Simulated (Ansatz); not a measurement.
# Energy profile

The step: Si₂H₄SF₂ ([F][Si]([F])([SiH3])[SH]) → Si₂H₂SF₂ ([F][Si]1([F])[SiH2][S]1) + H₂; bonds formed: Si2–S3, H4–H7; bonds broken: Si2–H7, S3–H4 (atoms numbered as in the saddle structure below).

| atom | x (Å) | y (Å) | z (Å) |
| --- | --- | --- | --- |
| Si1 | -1.1245 | 0.3992 | 0.9037 |
| Si2 | 0.4897 | -0.8379 | -0.2066 |
| S3 | -1.3082 | 1.4675 | -0.7673 |
| H4 | 1.0439 | 0.8204 | -1.1184 |
| F5 | -2.3073 | -0.5249 | 1.4231 |
| F6 | -0.5270 | 1.0305 | 2.2346 |
| H7 | 1.7246 | 0.4313 | -1.1454 |
| H8 | 1.8868 | -1.2491 | 0.1354 |
| H9 | 0.1220 | -1.5370 | -1.4591 |

Electronic energies by CCSD(T) at an estimated basis limit (MP2 extrapolated from triple and quadruple zeta, plus CCSD(T) − MP2 in triple zeta), on PBE0-D4/def2-TZVP structures; Si2H4SF2, singlet; no counterpoise correction. Computed with Ansatz 0.2.0 (basis: def2-TZVPP and def2-QZVPP); correlated methods freeze the cores. Extrapolation: Hartree–Fock as exp(−7.88 √X), correlation as X^−2.97.

(1) Give the profile in kcal/mol, counted from the start structure. (To be estimated.)

T1 diagnostic: at most 0.017.

## Answers

(1) Computed:
| point | kcal/mol |
| --- | --- |
| start structure | 0.00 |
| saddle | 54.33 |
| end structure | 19.83 |
| separated: Si2H2SF2 (linked as [F][Si]1([F])[SiH2][S]1; Si1, Si2, S3, F5, F6, H8, H9; singlet) + H2 (H4, H7; singlet) | 20.41 |

For scale, one of the runs: CCSD(T)/def2-TZVPP, 244 basis functions, launched by `ansatz run in.yaml --threads 4 --pin off --events-out ev --progress --plain --max-ram 9574MiB`. Hardware: 4 CPU threads of an Arm Neoverse V2, shared host. Wall time 2.3 min; peak host memory 4.6 GiB.
